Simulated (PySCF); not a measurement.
CHO, doublet, at a GFN2-xTB geometry. Base run: PySCF with HF/cc-pVDZ.

Here is a job for PySCF.
```python
from pyscf import gto, scf

mol = gto.M(
    atom='''
C     0.05077793    0.58558918    0.01134278
O     0.06582174   -0.59411259   -0.01340927
H    -0.83124157    1.23936563    0.03921745
''',
    basis='cc-pvdz',
    spin=1,
    verbose=4,
    symmetry=True,
)

mf = scf.UHF(mol)
mf.kernel()
mf.analyze()
```

Variants of this job, named by their change:

```json
[
 {"change": "base", "ΔE vs base (eV)": "0.00", "point group used": "Cs", "SCF cycles": "15", "outcome": "converged"},
 {"change": "irrep_nelec = A':(8, 6) A\":(0, 1)", "ΔE vs base (eV)": "11.69", "point group used": "Cs", "SCF cycles": "12", "outcome": "converged"},
 {"change": "symmetry = off", "ΔE vs base (eV)": "0.00", "point group used": "C1", "SCF cycles": "15", "outcome": "converged"},
 {"change": "irrep_nelec = A':(6, 6) A\":(2, 1)", "ΔE vs base (eV)": "-", "point group used": "-", "SCF cycles": "50", "outcome": "not converged"}
]
```

Open shells are given as the SCF converged; they aren't shown to be the lowest states, and a large step between rows can be another state.
